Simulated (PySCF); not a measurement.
AlAsF2H2, SMILES [F][Al]([F])[AsH2].

Geometry optimised at PBE0-D3(BJ)/def2-SVP.

All values below come from r2SCAN/def2-TZVPD in PySCF.

Isolated molecule, no solvent.

Computed frontier levels, gap, dipole moment and polarisability:
- highest occupied level = -7.30 eV
- lowest empty level = -1.59 eV
- orbital gap = 5.70 eV
- dipole moment = 1.86 D
- quadrupole, principal values (traceless, Buckingham form, about the centre of nuclear charge) = -5.80, -2.97, 8.77 D·Å
- mean static polarisability = 58.2 bohr³ (8.62 Å³)
- polarisability, principal values = 51.3, 52.3, 71.0 bohr³
